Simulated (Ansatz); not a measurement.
Mulliken charges of B₂ClH₃S, SMILES `SBBCl` from PBE/def2-TZVPP in Ansatz (PBE0-D4/def2-TZVP geometry).

```
atom   x (Å)   y (Å)   z (Å)  charge (e)
  S1  -1.770   0.404   0.326      -0.106
  B2  -0.024   0.456   0.049      -0.023
  B3   0.874  -0.951  -0.008       0.051
 Cl4   1.085  -1.774  -1.536      -0.104
  H5  -2.043   1.720   0.290       0.121
  H6   0.504   1.520  -0.092       0.036
  H7   1.435  -1.443   0.926       0.024
```

Q: By hand: the dipole of these point charges (1 e Å = 4.8032 D).

A: Σ q r = (-0.075, 0.311, 0.178) e Å, of length 0.366 e Å = 1.76 D.

Q: How does the dipole of the full density compare? (Estimate.)

A: Computed: (-0.110, 0.252, 0.093) e Å, 1.39 D; the point charges give 1.27 times that, at 14° from its direction.

Point charges leave out the atoms' own dipoles, such as those of lone pairs, and Mulliken's split depends on the basis, so the two needn't agree.
